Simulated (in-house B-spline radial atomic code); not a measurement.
A run on an ion of nuclear charge 43 with 38.59 electrons that did not converge. Method: scalar-relativistic (X2C) wB97X, spin-polarised, spherical fractional occupations, Fermi nucleus of rms radius 4.41117 fm; computed with an all-electron radial atomic-structure program (B-spline basis).

Command:
```bash
python run_scf.py task.json out
```
Settings (nuclear radius in fm, mass in u):
```
Z                43
configuration    [Kr] 4d2.59
hamiltonian      x2c
method           wb97x
spin_polarised   True
nucleus          fermi
rms_radius       4.41117
atomic_mass      96.90636
speed_of_light   137.035999084
```

First and last ten iterations of the last attempt (damped for 15 steps, keeping 80 % of the old Fock matrix, then DIIS):
```
 iter        energy (Eh)    residual
    1       -4274.172429    5.57e-01
    2       -4279.410151    2.58e-01
    3       -4280.198088    1.75e-01
    4       -4280.585036    1.24e-01
    5       -4280.774199    8.81e-02
    6       -4280.866577    6.34e-02
    7       -4280.911785    4.60e-02
    8       -4280.934019    3.35e-02
    9       -4280.945037    2.45e-02
   10       -4280.950550    1.80e-02
  111       -4280.956401    1.57e-06
  112       -4280.956401    2.43e-06
  113       -4280.956401    3.20e-06
  114       -4280.956401    3.93e-06
  115       -4280.956401    3.19e-06
  116       -4280.956401    9.86e-07
  117       -4280.956401    8.63e-07
  118       -4280.956401    1.15e-06
  119       -4280.956401    2.85e-06
  120       -4280.956401    7.63e-06
 not converged after 120 iterations
```

The smallest residual met was 5.0e-07; the threshold is about 4e-07. Over the last five steps the energy moves by less than 5e-08 hartree, but the orbitals didn't meet the threshold. Run time, properties included: 8.7 s on 1 thread of Intel(R) Xeon(R) 6975P-C, on a shared host.
